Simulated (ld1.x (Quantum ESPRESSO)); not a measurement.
Before and after: TM potential for titanium

| Quantity | Value |
| --- | --- |
| Element | Ti |
| Generator | ld1.x (Quantum ESPRESSO) 7.5 |
| Type | norm-conserving Troullier–Martins (Kleinman–Bylander form) |
| Functional | PBEsol |
| Relativity | scalar-relativistic |
| Frozen core | [Ar] |
| Valence charge | 4 |
| Reference configuration | 3d2 4s1.75 4p0.25 |
| Partial waves | 4s (bound): rc 2.75 bohr; 4p (bound): rc 3.20 bohr; 3d (bound): rc 1.65 bohr |
| Local potential | all-electron potential smoothed inside 2.85 bohr (lloc = -2) |
| Core correction | Bessel-smoothed model core inside 1.30 bohr |

All-electron outer shells of the reference configuration (PBEsol, scalar-relativistic, ld1.x):

```json
{"shell": "3s", "level (eV)": "-62.80", "outermost node (bohr)": "0.40", "outermost maximum (bohr)": "0.87"}
{"shell": "3p", "level (eV)": "-39.12", "outermost node (bohr)": "0.37", "outermost maximum (bohr)": "0.90"}
{"shell": "4s", "level (eV)": "-4.68", "outermost node (bohr)": "1.24", "outermost maximum (bohr)": "2.92"}
{"shell": "3d", "level (eV)": "-4.59", "outermost node (bohr)": "–", "outermost maximum (bohr)": "0.98"}
{"shell": "4p", "level (eV)": "-1.62", "outermost node (bohr)": "1.39", "outermost maximum (bohr)": "3.80"}
```

Change: type ultrasoft; waves now 4s (bound): rcut 2.40, rcutus 2.75 bohr; 4s channel at 0.5 Ry: rcut 2.40, rcutus 2.75 bohr; 4p (bound): rcut 2.80, rcutus 3.20 bohr; 4p channel at 4.65 Ry: rcut 2.80, rcutus 3.20 bohr; 3d (bound): rcut 1.45, rcutus 1.65 bohr; 3d channel at 3.6 Ry: rcut 1.45, rcutus 1.65 bohr; local potential all-electron potential smoothed inside 1.25 bohr (lloc = -1); augmentation PSQ, inside the norm-conserving radii.

Cutoffs: the cutoffs (Ry, on a coarse ladder) from which the occupation-weighted sum of valence levels, in a spherical-Bessel basis at the reference potential, stays within 10 and 1 mRy of its value at 400 Ry; they do not see the model core or the augmentation charge, which bear on the density cutoff. Errors are all-electron minus pseudo energies relative to the spin-unpolarised reference configuration.

**Question.** Predict the effect on cutoff, ghosts and configuration errors.

**Answer.** The potential gets softer (70 Ry and 80 Ry → 35 Ry and 40 Ry); a bound ghost appears in p, s, which as a rule spoils a file; of the 7 tests that both files solve, the error grows in 0 and shrinks in 5 by more than 15 % and 0.3 meV (median size 9.4 → 3.6 meV); the range in which the s phases agree widens (upper end 1.1 → 2.2); the range in which the p phases agree widens (upper end 1.4 → 2.7). Several settings change at once here, so the effects cannot be laid on one of them.

```csv
quantity,base,changed
"cutoff, loose",70 Ry,35 Ry
"cutoff, tight",80 Ry,40 Ry
loose cutoff by channel (10 mRy a level),"s 6 Ry, p 6 Ry, d 70 Ry","s 6 Ry, p 6 Ry, d 30 Ry"
bound ghosts,none,"p, s"
"error for 3d2 4s2 4p0, meV [ΔE -0.76 eV]",-0.1,0.0
"error for 3d2 4s1 4p0, meV [ΔE 6.60 eV]",-4.4,-3.6
"error for 3d2 4s0 4p0, meV [ΔE 20.07 eV]",-42,-29
"error for 3d2 4s0 4p2, meV [ΔE 5.54 eV]",-9.4,-2.6
"error for 3d2 4s1.5 4p0, meV [ΔE 2.18 eV]",-0.8,-0.6
"error for 3d2 4s0 4p1, meV [ΔE 10.38 eV]",-10,-6.1
"error for 3d3 4s1 4p0, meV [ΔE 0.34 eV]",-184,-132
s: phases at 3.50 bohr within 0.05 rad from the reference energy up to (Ry; the scan ends near 5),1.1,2.2
p: phases at 3.50 bohr within 0.05 rad from the reference energy up to (Ry; the scan ends near 5),1.4,2.7
d: phases at 3.50 bohr within 0.05 rad from the reference energy up to (Ry; the scan ends near 5),0.4,to the end of the scan
```

 A true bound ghost makes a file unfit for plane-wave use even where its test errors are small: the radial tests pick states by their node count and pass the ghost by.
